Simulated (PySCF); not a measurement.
HS2, SMILES S[S] (connectivity only; charge and spin as stated), charge -1, multiplicity 1.

The structure is a stationary point at B3LYP-D3(BJ)/def2-TZVPD. The spin state was assumed, not searched. The isomer is the one that the SMILES or the coordinates give; other isomers of the formula were not compared.

All values below come from B3LYP-D3(BJ)/def2-TZVPD (PySCF).

Frequencies are harmonic and unscaled.

```csv
mode,ν (cm⁻¹),IR (km/mol),Raman (Å⁴/amu),depolarisation,moving atoms (share of kinetic energy)
1,462,6.5,5.3,0.74,S 100 %
2,824,25.2,12.8,0.59,H 95 %
3,2536,91.0,347.7,0.38,H 97 %
```
